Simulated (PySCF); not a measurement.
Frontier levels across methods

Compound: C3H8O2Si.
Cartesian coordinates in Å at the PBE0-D3(BJ)/def2-SVP level; atoms count from 1:
```
atom  x, y, z in Å
O1    -2.9954    0.2474    0.6352
C2    -1.9859    0.1981   -0.3450
C3    -1.0230   -0.9212   -0.1114
C4     0.3049   -0.7895   -0.0282
O5     0.9374    0.3972   -0.1870
Si6    2.5860    0.6595   -0.0192
H7    -2.5576    0.3317    1.4888
H8    -2.5082    0.0494   -1.3051
H9    -1.4316    1.1515   -0.4261
H10   -1.4422   -1.9217    0.0294
H11    0.9462   -1.6602    0.1676
H12    3.0325    0.2726    1.3532
H13    2.7862    2.1125   -0.2500
H14    3.3430   -0.1489   -1.0212
```

Basis pcSseg-1 throughout (PySCF), one geometry. The structure is a single PBE0-D3(BJ)/def2-SVP conformer in the gas phase; no vibrational or solvent corrections.

Problem. How do the orbital energies, the gap and the dipole change with the method?

Solution. 
```
   method                    kind  HOMO (eV)  LUMO (eV)  gap (eV)  μ (D)  SCF cycles
    B97-2           global hybrid      -6.55       0.09      6.64   2.87          13
     PBE0           global hybrid      -6.80       0.05      6.85   2.89          14
 mPW1PW91           global hybrid      -6.84       0.08      6.92   2.90          14
BHandHLYP           global hybrid      -7.87       0.97      8.84   3.01          13
CAM-B3LYP  range-separated hybrid      -8.12       1.10      9.22   2.95          13
  wB97X-D  range-separated hybrid      -8.65       1.87     10.53   2.95          13
  LC-wPBE  range-separated hybrid      -9.47       2.30     11.78   2.99          14
```

The HOMO spans 2.92 eV, from B97-2 down to LC-wPBE, and the gap runs from 6.64 eV (B97-2) to 11.78 eV (LC-wPBE). Over the methods B97-2 (21 %), PBE0 (25 %), mPW1PW91 (25 %), BHandHLYP (50 %), a straight line through the gap against the share of exact exchange rises by 0.77 eV for each 10 % (correlation coefficient 0.999). The dipole ranges from 2.87 D (B97-2) to 3.01 D (BHandHLYP). This basis has no diffuse functions.
